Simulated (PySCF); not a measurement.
Species: C5H6O2.
Cartesian coordinates in Å at the GFN2-xTB level; atoms count from 1:
```
atom  x, y, z in Å
O1     1.971   -1.414    0.110
C2     1.431   -0.366   -0.150
O3     2.045    0.606   -0.858
C4     0.097    0.014    0.259
C5    -0.975   -0.789    0.944
C6    -1.251   -0.199   -0.392
C7    -0.777    1.181   -0.106
H8     2.938    0.315   -1.097
H9    -0.833   -1.860    1.010
H10   -1.445   -0.349    1.816
H11   -1.498   -0.670   -1.320
H12   -0.471    1.800   -0.940
H13   -1.238    1.732    0.706
```

Structure optimised with GFN2-xTB, isolated species.

Masses are those of the commonest isotopes; rigid-rotor values at the optimised geometry. The values belong to one conformer with, in the numbering `[O:1]=[C:2]([OH:3])[C@:4]12[CH2:5][C@H:6]1[CH2:7]2`, O1–C2–O3–H 0°, O1–C2–C4–C5 -7°.

Question: Give the principal moments of inertia and the rotational constants in cm⁻¹.

Answer: Ia = 97.10, Ib = 210.85, Ic = 279.65 u·Å²; 505379 MHz·u·Å²/I gives 5205, 2397 and 1807 MHz, that is A = 0.17360, B = 0.07995, C = 0.06028 cm⁻¹.

Question: Classify the top.

Answer: An asymmetric top: κ = (2 × 2397 − 5205 − 1807)/(5205 − 1807) = -0.65.

Question: Is it planar, by Δ = Ic − Ia − Ib?

Answer: Not planar: Δ = Ic − Ia − Ib = -28.31 u·Å². For a rigid frame Δ = −2 Σ m c², so Σ m c² = 14.15 u·Å² lies off the ab plane: 5.67 from hydrogen and 8.48 from heavier atoms. The atom farthest from that plane is 1.78 Å away.

Question: Give the other two planar moments, Paa and Pbb, and the rms extents of the mass along the axes.

Answer: Paa = Σ m a² = (Ib + Ic − Ia)/2 = 196.70 and Pbb = Σ m b² = (Ia + Ic − Ib)/2 = 82.95 u·Å². With the mass M = 98.04 u, the rms extents √(P/M) along a, b and c are 1.42, 0.92, 0.38 Å.

Question: Where do the levels up to J = 2 lie, in MHz?

Answer: Above 0(0,0):
J = 1: 1(0,1) 4204, 1(1,1) 7012, 1(1,0) 7601
J = 2: 2(0,2) 12529, 2(1,2) 14830, 2(1,1) 16599, 2(2,1) 25022, 2(2,0) 25106
Those of J = 1 are B + C, A + C and A + B.

Question: Estimate the classical rotational partition function at 10 K, 25 K and 500 K.

Answer: Point group C1, symmetry number σ = 1; q = (√π/σ)·√((kT/h)³/(ABC)), k/h = 20836.6 MHz/K: 1120 at 10 K, 4440 at 25 K, 397000 at 500 K.

No GFN2-xTB frequencies stand behind this structure, so it isn't proved a minimum. Zero-point vibration and centrifugal distortion are left out.

All values are computed, not measured.
